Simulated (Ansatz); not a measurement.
Consider the hydrogenolysis of the Si–Cl bond: `F[SiH](F)O[SiH2]Cl` + H₂ → `F[SiH](F)O[SiH3]` + HCl.

Calculated with Ansatz (gas phase, PBE0-D4/def2-TZVP geometries, no zero-point term in ΔE). CCSD(T)/CBS adds triple-zeta CCSD(T) − MP2 to the extrapolated MP2 energy (def2 sets, frozen cores). This one scheme is used for every species. DFT in def2-TZVPP. One conformer a species, not always the lowest.

(1) Is it downhill or uphill in electronic energy at CCSD(T)/CBS, and by how much? (An estimate is asked.)

(2) What do these levels give: PBE-D4, ωB97M-V, r2SCANh, r2SCAN0, CCSD(T)/def2-TZVPP, CCSD/CBS(def2)? (Estimate.)

Largest T1 diagnostic among the species: 0.012.

Results:

(1) The calculation gave: Uphill: ΔE = +87.4 kJ/mol.

(2) The calculation gave: PBE-D4 87.7, ωB97M-V 88.0, r2SCANh 90.3, r2SCAN0 88.9, CCSD(T)/def2-TZVPP 81.6, CCSD/CBS(def2) 83.8 kJ/mol.

The D4 term adds +8.4 kJ/mol with B3LYP and +4.6 kJ/mol with PBE0; it sums over pairs of atoms, weighted by their polarisabilities, and B3LYP, whose exchange is more repulsive, gets the larger term. Leaving LDA and LC-ωPBE aside and taking each functional with its dispersion term where it has one, the values, not all of them listed here, spread over 10.1 kJ/mol, from CAM-B3LYP-D4 to r2SCAN-D4. In def2-TZVPP, CCSD(T) changes the Hartree–Fock value by +8.9 kJ/mol (the triples alone add +3.5 kJ/mol) and MP2 by +18.2 kJ/mol.

B3LYP here is the variant with VWN-RPA as its local correlation; programs differ in this.
